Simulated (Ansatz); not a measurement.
A structure relaxed at PBE0-D4/def2-TZVP, charge 0, multiplicity 1:

```xyz
11

N     1.469    1.225   -0.729
C     0.345    0.810   -0.011
F    -0.864    1.144   -0.654
O     0.371   -0.557    0.125
Si   -0.883   -1.524    0.550
F    -1.481   -1.034    1.945
H     1.534    0.751   -1.621
H     1.483    2.227   -0.858
H     0.292    1.317    0.957
H    -1.982   -1.498   -0.433
H    -0.286   -2.860    0.729
```

(1) Give its formula and SMILES.

(2) Summarise the bond lengths by kind.

Results:

(1) CH5F2NOSi, `NC(F)O[SiH2]F`.

(2) 1 × C–N 1.397 Å; 2 × H–N 1.010 to 1.012 Å; 1 × C–F 1.409 Å; 1 × C–O 1.374 Å; 1 × C–H 1.094 Å; 1 × O–Si 1.640 Å; 1 × F–Si 1.595 Å; 2 × H–Si 1.474 to 1.475 Å.

Computed with Ansatz.
